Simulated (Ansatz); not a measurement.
A series at Al: from `[OH][Al]([OH])[OH]`, ligands are replaced one by one, each step taking up HCl and setting free H₂O; n counts the steps. Ansatz, PBE0-D4/def2-TZVP geometries. Each molecule was computed in one conformer, which needn't be the lowest.

CBS adds triple-zeta CCSD(T) − MP2 to the MP2 limit, frozen cores; atoms without spin–orbit coupling. 

```tsv
n	molecule	atomization energy, CCSD(T)/CBS (kJ/mol)
0	`[OH][Al]([OH])[OH]`	2814.1
1	`[OH][Al]([OH])[Cl]`	2312.6
2	`[OH][Al]([Cl])[Cl]`	1809.7
3	`[Cl][Al]([Cl])[Cl]`	?
```

**Question.** By hand: fit a straight line y = ȳ + b (n − n̄) to the 3 given rows and predict n = 3.

**Answer.** n̄ = 1.000, ȳ = 2312.13; Σ(n − n̄)(y − ȳ) = -1004.40, Σ(n − n̄)² = 2.000, so b = -502.20 kJ/mol a step. Prediction: 2312.13 + (-502.20) × (2.000) = 1307.7 kJ/mol.

**Question.** By hand: compare with the computed value, 1303.5 kJ/mol, and give the steps along the whole series.

**Answer.** The line misses by -4.2 kJ/mol (computed minus predicted). Steps: -501.5, -502.9, -506.2 kJ/mol.

The steps differ by at most 4.7 kJ/mol, 0.9 % of a mean step, so the ligands' effects nearly add and a line is close. The miss is 0.3 % of the series' range. The energies themselves are unsure by some kJ/mol a bond, though much of that is common to the series.
